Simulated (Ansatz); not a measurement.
One change: `C[SiH](F)CS` becomes `C[SiH](O)CS`.

Ansatz, PBE0-D4/def2-TZVP geometries, multiplicity 1. Each molecule was computed in one conformer, which needn't be the lowest.

```csv
property,`C[SiH](F)CS`
HOMO–LUMO gap (B3LYP/def2-TZVPP) / eV,6.79
HOMO–LUMO gap (PBE0/def2-TZVPP) / eV,7.27
HOMO energy (PBE0/def2-TZVPP) / eV,-6.85
LUMO energy (ωB97M-V/def2-TZVPP) / eV,2.22
HOMO–LUMO gap (PBE/def2-TZVPP) / eV,5.08
LUMO energy (B3LYP/def2-TZVPP) / eV,0.18
```

Q: What does the change do to each property? (Estimate.)

A: Computed: 
```
                             property  `C[SiH](O)CS`  shift
HOMO–LUMO gap (B3LYP/def2-TZVPP) / eV           6.71  -0.08
 HOMO–LUMO gap (PBE0/def2-TZVPP) / eV           7.21  -0.06
   HOMO energy (PBE0/def2-TZVPP) / eV          -6.97  -0.12
LUMO energy (ωB97M-V/def2-TZVPP) / eV           1.97  -0.25
  HOMO–LUMO gap (PBE/def2-TZVPP) / eV           5.05  -0.03
  LUMO energy (B3LYP/def2-TZVPP) / eV          -0.03  -0.21
```

With PBE0 the HOMO falls by 0.12 eV and the LUMO falls by 0.19 eV, so the gap narrows by about 0.07 eV. PBE moves the HOMO by -0.14 eV and ωB97M-V by -0.11 eV.

B3LYP here is the variant with VWN-RPA as its local correlation; programs differ in this.
